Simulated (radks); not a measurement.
Results of a calculation; reference values are marked as such.
Problem. Ionisation ladder of holmium, from Ho44+ to Ho65+. Each ion is in the ground configuration listed by NIST, and IE = E(next ion) - E(this ion). Code: a radial shooting solver on a logarithmic mesh with Libxc functionals. Model: scalar-relativistic Kohn-Sham, exchange-only LDA, spin-polarised, spherical densities, point nucleus; open shells are filled with parallel spins first (spin-orbit coupling, left out, can overturn this in heavy ions).

| species | configuration | IE, Delta-SCF (eV) | -e(HOMO) (eV) | HOMO | <r> HOMO (bohr) |
|---|---|---|---|---|---|
| Ho44+ | [Ar] 3d5 | 3624.2 | 3566.9 | 3d up | 0.192 |
| Ho45+ | [Ar] 3d4 | ? | 3684.5 | 3d up | 0.191 |
| Ho46+ | [Ar] 3d3 | ? | 3803.2 | 3d up | 0.189 |
| Ho47+ | [Ar] 3d2 | 3981.7 | 3922.9 | 3d up | 0.188 |
| Ho48+ | [Ar] 3d1 | 4102.5 | 4043.5 | 3d up | 0.186 |
| Ho49+ | [Ar] | 4534.8 | 4483.6 | 3p | 0.209 |
| Ho50+ | [Ne] 3s2 3p5 | ? | 4590.3 | 3p down | 0.208 |
| Ho51+ | [Ne] 3s2 3p4 | 4746.2 | 4696.2 | 3p down | 0.207 |
| Ho52+ | [Ne] 3s2 3p3 | 4884.2 | 4831.3 | 3p up | 0.206 |
| Ho53+ | [Ne] 3s2 3p2 | 4993.5 | 4940.9 | 3p up | 0.205 |
| Ho54+ | [Ne] 3s2 3p1 | 5101.3 | 5049.6 | 3p up | 0.203 |
| Ho55+ | [Ne] 3s2 | 5504.5 | 5458.9 | 3s | 0.208 |
| Ho56+ | [Ne] 3s1 | 5622.3 | 5576.1 | 3s up | 0.207 |
| Ho57+ | [Ne] | 12764.4 | 12622.8 | 2p | 0.0765 |
| Ho58+ | [He] 2s2 2p5 | 13056.6 | 12915.9 | 2p down | 0.0760 |
| Ho59+ | [He] 2s2 2p4 | 13343.1 | 13206.0 | 2p down | 0.0755 |
| Ho60+ | [He] 2s2 2p3 | 13734.6 | 13587.1 | 2p up | 0.0749 |
| Ho61+ | [He] 2s2 2p2 | 14036.4 | 13889.9 | 2p up | 0.0744 |
| Ho62+ | [He] 2s2 2p1 | ? | 14189.5 | 2p up | 0.0739 |
| Ho63+ | [He] 2s2 | 15466.5 | 15357.3 | 2s | 0.0841 |
| Ho64+ | [He] 2s1 | 15762.1 | 15650.8 | 2s up | 0.0837 |
| Ho65+ | [He] | 63901 | 63458 | 1s | 0.0206 |

Estimate the withheld Delta-SCF values.

Solution. Ho45+: 3742.3 eV (NIST 3760); Ho46+: 3861.5 eV (NIST 3880); Ho50+: 4641.2 eV (NIST 4576); Ho62+: 14332.4 eV (NIST 14998).
